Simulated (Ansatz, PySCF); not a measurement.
Pair of molecules: C2H4 (SMILES C=C) (first 6 atoms) with CH2O2 (SMILES O=CO); geometry from B3LYP-D3(BJ)/def2-TZVP, rigid monomers moved along the line of their centres of mass till C1···H11 is 3.23 Å.
(charge 0, multiplicity 1):
| atom | x (Å) | y (Å) | z (Å) |
|---|---|---|---|
| C | -0.5815 | -0.2437 | -0.0160 |
| C | 0.6177 | 0.3200 | 0.0712 |
| H | -0.8066 | -1.1666 | 0.5048 |
| H | -1.3733 | 0.1904 | -0.6147 |
| H | 0.8555 | 1.2381 | -0.4526 |
| H | 1.4055 | -0.1268 | 0.6657 |
| O | 0.3135 | -1.2372 | 4.2153 |
| C | -0.1809 | -0.2619 | 4.7099 |
| O | -0.6343 | 0.8053 | 4.0437 |
| H | -0.3267 | -0.1183 | 5.7890 |
| H | -0.4952 | 0.6570 | 3.0853 |

Counterpoise-corrected where a basis set is named; no monomer relaxation. Rows marked so take none.

Correlated levels freeze the cores. Rows in 3-21G, 6-31G*, STO-3G carry no dispersion term and start afresh at each structure (6-31G* with six Cartesian d functions).

The values were computed with Ansatz (an electronic-structure program) with Gaussian orbitals; PySCF for 3-21G rows, 6-31G* rows, STO-3G rows, the dispersion terms. Values without a source in brackets are computed.

```tsv
level	interaction energy (kcal/mol)
HF/STO-3G (no counterpoise)	-0.55
HF/6-31G* (no counterpoise)	-2.35
PBE/def2-TZVPPD	-1.87
r2SCAN/def2-TZVPPD	___
r2SCAN-D3(BJ)/def2-TZVPPD	-2.35
r2SCAN-D4/def2-TZVPPD	-2.31
B3LYP/3-21G (no counterpoise)	-2.40
PBE0-D4/def2-TZVPPD	-2.39
CCSD/aug-cc-pVDZ	___
```

**Question.** Fill in the missing entries.

**Answer.** 
- r2SCAN/def2-TZVPPD, interaction energy (kcal/mol): -2.02
- CCSD/aug-cc-pVDZ, interaction energy (kcal/mol): -1.92
